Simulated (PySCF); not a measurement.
Species: ClH9NOSi4 (doublet state).
Z-matrix (Å and degrees, GFN2-xTB geometry), rows numbered from 1:
```
Si
N   1  1.7539
Si  2  1.7482  1  114.85
Si  2  1.7195  1  123.88  3   173.87
Cl  4  2.0022  2  107.63  1    -1.26
O   4  1.6131  2  111.00  1  -119.75
Si  6  1.6256  4  147.83  2    42.98
H   1  1.4640  2  110.71  3  -106.59
H   1  1.4613  2  109.65  3   126.08
H   3  1.4614  2  109.02  1   179.65
H   3  1.4645  2  108.40  1    58.86
H   3  1.4630  2  106.27  1   -60.60
H   4  1.4499  2  113.86  1   122.14
H   7  1.4626  6  107.94  4    70.13
H   7  1.4590  6  102.08  4  -170.31
H   7  1.4632  6  108.55  4   -50.50
```

The hyperfine couplings belong to this conformer and change with its torsions.

Identity: `[SiH2]N([SiH3])[Si@H](Cl)O[SiH3]` [radical].

Computed with UKS B3LYP, pcH-1 on Cl H N O Si, non-relativistic, mean-field spin-orbit, GIAO in PySCF. Isolated species at its GFN2-xTB geometry (one conformer only). Couplings are sensitive to structure, and on GFN2-xTB geometries they can be far from those on DFT ones, by a factor of two or more for some ions and for spin on atoms past the first row. Stability of the SCF solution: not tested.

(1) The isotropic 29Si couplings are -501.1, -45.5, -31.3 MHz. Assign them to Si1; Si3; Si4.

## Answers

(1) 
```tsv
site	a_iso (MHz)	ρ(0) (bohr⁻³)	position	distance from Si1 (Å)	spin population	largest |T| (MHz)
Si1	-501.1	+0.5651	largest spin population	0.00	+0.93	172.3
Si3	-31.3	+0.0352	2 bonds from Si1	2.95	+0.01	0.9
Si4	-45.5	+0.0513	2 bonds from Si1	3.07	+0.02	7.0
```

ρ(0) is the spin density at the nucleus and T the dipolar tensor; a_iso includes a spin–orbit part; entries for several nuclei are means. The largest Mulliken spin population is on Si1 (+0.93). The angles at Si1 add up to 334.9°, so it is pyramidal.

Class means assume fast exchange of nuclei equivalent by connectivity; if that motion is slow, each nucleus keeps its own coupling. The three 1H nuclei of mean +5.2 MHz run from 1.7 to 11.1 MHz in the frozen geometry. The 1H value of +66.5 MHz is a mean of couplings from 58.8 to 74.2 MHz in this one geometry, not an average over conformers.
